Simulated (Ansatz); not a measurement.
B₄H₄⁻, relaxed as a doublet with UKS r2SCAN-D4/def2-TZVPD in Ansatz, starting from the GFN2-xTB geometry. Force threshold 0.02 eV/Å.

The relaxation made no stability test and no search for a lower SCF solution. Another isomer (doublet) lies 0.25 eV lower at PBE0-D4/def2-TZVPD; other spin states weren't run for this one.

Start:

```xyz
8

B    -1.112    0.663    0.620
B    -0.865   -0.858    0.938
B     1.297    0.093   -1.010
B     0.096   -0.116   -0.031
H     1.251   -0.077   -2.217
H    -1.299   -1.789    1.575
H    -1.786    1.649    0.800
H     2.419    0.435   -0.675
```

Task: Estimate the energy that the relaxation releases and the steps that it takes.

Result: 15.5 kcal/mol, in 19 steps; 57 s on 4 threads of Arm Neoverse V1 on a shared host. No frequencies were taken in this run, so the end may be a saddle point.

Task: Does the start keep its bonding?

Result: Bonds formed: B1–B3 (atoms count from 1).

Task: Predict the relaxed structure.

Result: 
```xyz
8

B    -0.459    0.424    0.317
B    -0.899   -1.066    0.949
B     0.992    0.248   -0.864
B     0.286   -0.959   -0.004
H     0.963    0.087   -2.070
H    -1.750   -1.416    1.704
H    -0.862    1.537    0.483
H     1.730    1.145   -0.515
```
Bond lengths: 5 × B–B 1.52 to 1.88 Å; 4 × B–H 1.19 to 1.22 Å.
